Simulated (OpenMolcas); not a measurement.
**Levels of S by method**

| Property | Result |
| --- | --- |
| Program | OpenMolcas |
| Basis | ANO-R1 [4s3p1d] |
| Scalar Hamiltonian | X2C, finite nucleus |
| Active space | 6 electrons in 8 orbitals (3s 3p 4s 4p) |
| State averaging | 2S+1 = 3 even, 3 roots; 2S+1 = 1 even, 6 roots; 2S+1 = 3 odd, 1 root; 2S+1 = 1 odd, 5 roots |
| Spin-orbit coupling | state interaction with AMFI integrals over the reference wave functions, term energies averaged over their components |

Methods on the same reference wave functions:
A. CASSCF
B. SS-CASPT2, IPEA 0.25 Eh, imaginary shift 0.1 Eh (closed shells correlated: 2s 2p)

Energies in cm⁻¹ above 3s² 3p⁴ ³P₂, the measured ground level; measured values from NIST Handbook of Basic Atomic Spectroscopic Data.

```json
{"Level": "3s² 3p⁴ ³P₂", "A": "0.0", "B": "0.0", "Measured": "0.0"}
{"Level": "3s² 3p⁴ ³P₁", "A": "327", "B": "328", "Measured": "396"}
{"Level": "3s² 3p⁴ ³P₀", "A": "478", "B": "479", "Measured": "574"}
{"Level": "3s² 3p⁴ ¹D₂", "A": "11830", "B": "11020", "Measured": "9239"}
{"Level": "3s² 3p⁴ ¹S₀", "A": "21350", "B": "23680", "Measured": "22180"}
```

Deviations, from unrounded energies. A percentage is the sum of absolute deviations over the sum of measured energies, with the sign that they share, or ± where signs differ.

```
                        Against measurement  Levels      A      B
             mean absolute deviation (cm-1)       4    900    860
      fine structure of the ground term (%)       2  -17.0  -16.8
other terms of the ground configuration (%)       2  ±10.9  +10.4
```

A, B lie about equally close to measurement. The largest miss of B in the table is 3s² 3p⁴ ¹D₂, by +1800 cm-1. The ranking rests on the paired levels alone, and a cruder setting can come out closer through cancelling errors.

From A to B the spin-free energies of the other terms of 3s² 3p⁴ shown, above ³P, scale by factors of 0.93 to 1.11.

The lowest spin-free term lies below A's lowest term by 0.086 hartree in B.

CASPT2 breaks the degeneracy within a term, and the mean is taken; among the terms shown or strongly mixed into the levels shown the widest spread is 36 cm-1 (3s² 3p⁴ ¹D, B). The run also gave levels led by 3s² 3p³ 4s, which use shells meant for correlation; these and all levels above them are left out. Without dynamic correlation excited terms often stand tens of per cent too high (terms of higher spin than the ground term too low), and those without a measured partner can miss by more than the paired ones (holds for A). Some terms miss by over 15 % even with CASPT2, which points to a basis or an active space too small for the shells correlated (holds for B). Measured partners are found by configuration, term and J. A level has none where our copy of the source lacks it or the pairing is in doubt (some pairs that miss far off the trend of their configuration count as doubtful), and it then counts in no deviation. Only configurations of the active space appear. Levels that lie high or do not pair safely by name in every column are left out.
